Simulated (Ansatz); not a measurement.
Correlation energies of CH6GeO, SMILES `C[O][GeH3]` by basis set

| atom | x (Å) | y (Å) | z (Å) |
| --- | --- | --- | --- |
| C1 | 1.1146 | -0.3254 | -0.7326 |
| O2 | 0.2055 | 0.7166 | -0.4805 |
| Ge3 | -1.1036 | 0.4120 | 0.6855 |
| H4 | 1.8433 | 0.0302 | -1.4650 |
| H5 | 0.6215 | -1.2151 | -1.1477 |
| H6 | 1.6607 | -0.6277 | 0.1715 |
| H7 | -1.9561 | -0.7704 | 0.1832 |
| H8 | -1.9016 | 1.7174 | 0.7322 |
| H9 | -0.4843 | 0.0623 | 2.0534 |

The species carries charge 0 and has multiplicity 1. Correlated methods include outer-core shells of Ge, which these sets cover unevenly. Scalar relativity is left out up to krypton. The structure was optimised at the PBE0-D4/def2-TZVP level. Frozen core, restricted reference, Ansatz.

| basis | HF (Eh) | MP2 corr. |
| --- | --- | --- |
| def2-SVP | -2191.23220 | -0.56772 |
| def2-TZVPP | -2191.63733 | -0.68130 |
| def2-QZVPP | -2191.68569 | -0.97534 |

Question: Estimate the CCSD correlation energy and the (T) correction in each basis where they were run (hartree).

Answer: 
```csv
basis,CCSD corr.,(T)
def2-SVP,-0.59773,-0.01510
def2-TZVPP,-0.70822,-0.02466
```
